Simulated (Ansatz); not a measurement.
Mulliken charges of `[NH2][GeH]([Br])[Br]` from ωB97M-V/def2-TZVPP in Ansatz (PBE0-D4/def2-TZVP geometry).

```csv
atom,x (Å),y (Å),z (Å),charge (e)
N1,-0.310,1.155,0.275,-0.336
Ge2,0.434,-0.434,-0.184,0.538
Br3,0.936,-1.490,1.786,-0.242
Br4,-0.988,-1.813,-1.384,-0.268
H5,-1.014,1.079,0.998,0.126
H6,-0.688,1.677,-0.505,0.116
H7,1.691,-0.242,-1.031,0.066
```

**Question.** By hand: the dipole of these point charges (1 e Å = 4.8032 D).

**Answer.** Σ q r = (0.280, 0.539, -0.254) e Å, of length 0.658 e Å = 3.16 D.

**Question.** How does the dipole of the full density compare? (An estimate is asked.)

**Answer.** The calculation gave: (-0.083, 0.387, -0.120) e Å, 1.99 D; the point charges give 1.59 times that, at 38° from its direction.

Point charges leave out the atoms' own dipoles, such as those of lone pairs, and Mulliken's split depends on the basis, so the two needn't agree.
